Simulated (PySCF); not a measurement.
**TeF and its ions**

PBE0; PySCF, scalar-relativistic core potentials, basis sets Te cc-pVDZ-PP with ECP28, F cc-pVDZ. Neutral (UKS): doublet (π ↑), Re = 1.942 Å, ωe = 634 cm⁻¹, De = 3.14 eV, HOMO -6.34 eV, LUMO -4.26 eV.

TeF⁺ (UKS): triplet (π ↑↑), Re = 1.882 Å, ωe = 720 cm⁻¹, De = 2.93 eV to Te⁺ + F. The energies at the minima are -367.73773 hartree for TeF and -367.41081 for TeF⁺.

Question: Work out the adiabatic ionisation energy, without and with harmonic zero-point energies (1 hartree = 27.2114 eV, 1 eV = 8065.5 cm⁻¹), and the change of the bond length.

Answer: At PBE0: 0.32692 hartree = 8.896 eV between the minima; the zero-point term (720.0 − 634.0)/2 cm⁻¹ = +0.005 eV makes it 8.901 eV. Re changes by -6.0 pm against the neutral. The electron leaves a π orbital, and the shorter bond of the ion fits an antibonding orbital, or a change in how ionic the bond is.

Spin–orbit coupling is left out, which matters for elements this heavy, above all for dissociation energies. For an ion De counts to the pair picked by the measured ionisation energies or electron affinities, which need not be the lowest pair at this level. States were picked by a PBE0 search and need not be the measured ground states.
